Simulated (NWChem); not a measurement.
System: CH3F2NZr; SMILES C[N]=[Zr]([F])[F]

Computed with NWChem. The geometry was optimised at PBE0/def2-SVP. Not confirmed as a minimum by frequencies. def2 effective core potentials on Zr; no spin-orbit coupling.

For level B97-2/def2-SVP:

| Property | Value |
|---|---|
| orbital gap (eV) | 3.62 |

Question: How do the values read with level B3LYP/def2-SVP instead?

Answer: 
| Quantity | Result |
|---|---|
| orbital gap (eV) | 3.22 |
